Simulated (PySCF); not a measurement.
Computed with PySCF with PBE-D3(BJ)/def2-TZVP // r2SCAN-D4/def2-TZVP. Isolated molecules, 0 K electronic values unless said otherwise. One relaxed conformer stands for a flexible species; it need not be the lowest. 

Reference species (SMILES): `[Ge]([SH])([SH])([SH])[SH]` (neutral, multiplicity 1).

* **HOMO**: -6.39 eV
* **LUMO**: -2.30 eV
* **S1 oscillator strength**: 0.011

Changed species: `[SH][GeH2][SH]` (H–S–Ge–S torsion -145°, S–Ge–S–H torsion 59°) (2 of 4 SH replaced by H; the reference has 0 of 4 SH replaced by H).

Q: What does the change do to the HOMO, LUMO and S1 oscillator strength?

A: the HOMO increases by 0.24 eV, to -6.15 eV; the LUMO rises by 0.93 eV, to -1.37 eV; the S1 oscillator strength hardly moves.
